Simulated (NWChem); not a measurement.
System: SiSH cation, singlet; SMILES [Si]=[SH+]

```xyz
3

Si    -0.0350    -1.0961     0.0000
S      0.1069     0.9644     0.0000
H     -1.2593     1.0423     0.0000
```
Atoms are numbered in this order, from 1.

Computed with NWChem. Low-valent species are run as closed-shell singlets; no triplet was tried in these runs. Structure relaxed at the PBE0/def2-SVP level. Atomic charges in e: unrestrained fits to the electrostatic potential beside Mulliken populations; the two definitions need not agree.

Problem. What does the run give for B3LYP/def2-SVP? Quantities: ESP Si1; Mulliken Si1; ESP S2; Mulliken S2; relative RMS misfit of the potential (%).

Solution. The ESP Si1 is 0.72 and the Mulliken Si1 comes out as 0.78. The ESP S2 is 0.06 and the Mulliken S2 is 0.05. The relative RMS misfit of the potential (%) is 4.
